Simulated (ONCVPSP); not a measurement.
# Potentials for technetium compared

Generated with ld1.x 7.5 (TM, RRKJ, ultrasoft, PAW), atompaw 4.2 or ONCVPSP 4.0.1. The cutoff is in Ry: for ld1.x and atompaw files where the sum of valence levels is converged to 10 mRy in a Bessel basis, for ONCV files where the hardest occupied wave has 1 mHa per electron of residual kinetic energy. The error is the largest all-electron minus pseudo excitation energy over each file’s own four to seven test configurations (ionisations up to +4, promotions, holes and added fractions of an electron), all of which were solved. The labels leave out finer settings (local radius, basis sizes, second energies), which also bear on the numbers. Spin-polarised tests are not counted. The rows are a selection from randomly drawn settings: files with unsolved tests, undetermined cutoffs or missed reference levels are left out.

A true bound ghost makes a file unfit for plane-wave use even where its test errors are small: the radial tests pick states by their node count and pass the ghost by.

```csv
potential,cutoff (Ry),largest error (meV),bound ghosts
"ONCV, PBE, scalar-relativistic, rc 2.70/2.25/1.95 (spd), local smoothed, core correction no, reference 4d6 5s1, qcut 1.9/3.1/9.5, projectors 2/2/2",46,+54,none
"ONCV, LDA (Perdew-Wang 92), scalar-relativistic, rc 1.60/1.95/2.30 (spd), local smoothed, core correction yes, reference 4s2 4p6 4d5 5s2, qcut 6.5/7.4/7.9, projectors 2/1/2",37,+57,none
"ONCV, LDA (Perdew-Wang 92), scalar-relativistic, rc 2.70/2.75/2.15/2.20 (spdf), local d, core correction no, reference 4d5 5s2, qcut 2.1/3/8.2/4.9, projectors 2/3/0/2",41,+29,s
"ONCV, PBE, scalar-relativistic, rc 1.50/1.90/1.80 (spd), local smoothed, core correction yes, reference 4s2 4p6 4d5 5s2, qcut 8.4/5.6/8.9, projectors 2/2/3",51,-5.8,none
"ONCV, LDA (Perdew-Zunger), fully relativistic, rc 1.85/1.15/2.40 (spd), local smoothed, core correction yes, reference 4s2 4p6 4d5 5s2, qcut 7.7/8.3/5.4, projectors 2/1/3",69,+47,none
"ONCV, LDA (Perdew-Wang 92), scalar-relativistic, rc 1.90/2.30/1.90 (spd), local d, core correction yes, reference 4s2 4p6 4d5 5s1 5p1, qcut 6.2/6.7/7.9, projectors 2/2/0",43,-6.1,none
```

Task: Fill in the row for Tc: ONCV, PBE, scalar-relativistic, rc 3.04/1.38/2.08/2.78 (spdf), local smoothed, core correction no, reference 4p6 4d5 5s2, qcut 2.5/5.4/8.1/4.1, projectors 3/2/3/2.

Result: cutoff 40 Ry, largest error -41 meV, bound ghosts: s.
